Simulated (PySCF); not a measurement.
```xyz
6

C     -0.9237     0.0066     0.2976
C      0.2668    -0.0125    -0.2373
N      1.3243    -0.0381    -0.8401
H     -1.4035    -0.9171     0.5904
H     -1.4311     0.9472     0.4618
H      2.1671     0.0138    -0.2723
```

Charge 0, multiplicity 1.

### Question
Give the Mulliken and meta-Löwdin atomic charges from PBE0-D3(BJ)/def2-TZVP (PySCF).

### Answer

```tsv
atom	Mulliken (e)	meta-Löwdin (e)
C1	-0.35	-0.43
C2	0.05	0.21
N3	-0.28	-0.36
H4	0.16	0.16
H5	0.16	0.16
H6	0.25	0.26
```
